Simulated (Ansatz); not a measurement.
The cluster Al3Ru2⁻. Total charge -1; triplet. Geometry PBE-D4/def2-SVPD; atoms count from 1.

Cartesian coordinates in Å:
```
Ru 1.2169 -0.5187 0.7633
Ru -1.1768 0.6637 -0.7121
Al -0.7388 0.5093 1.6068
Al -0.4415 -1.5939 -0.5609
Al 1.1402 0.9395 -1.0971
```

In the def2 sets Ru takes a core potential; there is no spin–orbit coupling. The charge -1 triplet is spin-contaminated (final ⟨S²⟩ up to 2.32, 2.00 for a pure state). The structure comes from a short search, and lower isomers may exist.

(1) Estimate the Mulliken populations from the PBE0/def2-TZVPD orbitals of Ansatz.

(2) Where does the spin sit?

(3) And the Mayer bond orders between heavy atoms (over 0.3)?

Results:

(1) 
```tsv
atom	charge (e)	spin (α − β)	d electrons
Ru1	-0.06	1.57	7.29
Ru2	-0.06	1.57	7.29
Al3	-0.31	-0.36	–
Al4	-0.27	-0.41	–
Al5	-0.31	-0.36	–
```
Mulliken values depend strongly on the basis. With diffuse functions, as here, like atoms can get unlike values, and bond orders can come out too low or too high.

(2) Summed by element: Ru 3.13, Al -1.13, of 2 unpaired in all. Largest on single atoms: Ru1 1.57, Ru2 1.57, Al4 -0.41.

(3) Ru1–Ru2 0.71 (3.05 Å); Ru1–Al3 1.15 (2.36 Å); Ru1–Al4 1.10 (2.38 Å); Ru1–Al5 1.15 (2.36 Å); Ru2–Al3 1.15 (2.36 Å); Ru2–Al4 1.10 (2.38 Å); Ru2–Al5 1.15 (2.36 Å).
